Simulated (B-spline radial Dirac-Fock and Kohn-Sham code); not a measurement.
The computed values come from a radial finite-basis atomic code: the Dirac equation of a negative muon with reduced mass in the field of a spherical finite nucleus, with the Uehling potential to all orders; nuclear polarisation, deformation, hyperfine structure, self-energy, higher-order vacuum polarisation, relativistic recoil and electron screening are left out. The nuclear charge is a Fermi distribution (skin thickness 2.3 fm).

**Question.** A muonic atom of atomic mass 181.95 u emits these computed lines: 2p3/2 → 1s1/2 5388 keV, 3d5/2 → 2p3/2 2077 keV, 4f7/2 → 3d5/2 762.1 keV, 5g9/2 → 4f7/2 350.6 keV. Which element is it, and what rms charge radius was used?

**Answer.** Tungsten (Z = 74, nuclide ¹⁸²W); the high transitions hardly feel the nucleus and fix Z. The 2p → 1s line lies 7410 keV below the value for a point nucleus without QED, which for this nuclear model gives a radius near 5.36 fm (5.3559 fm was used).
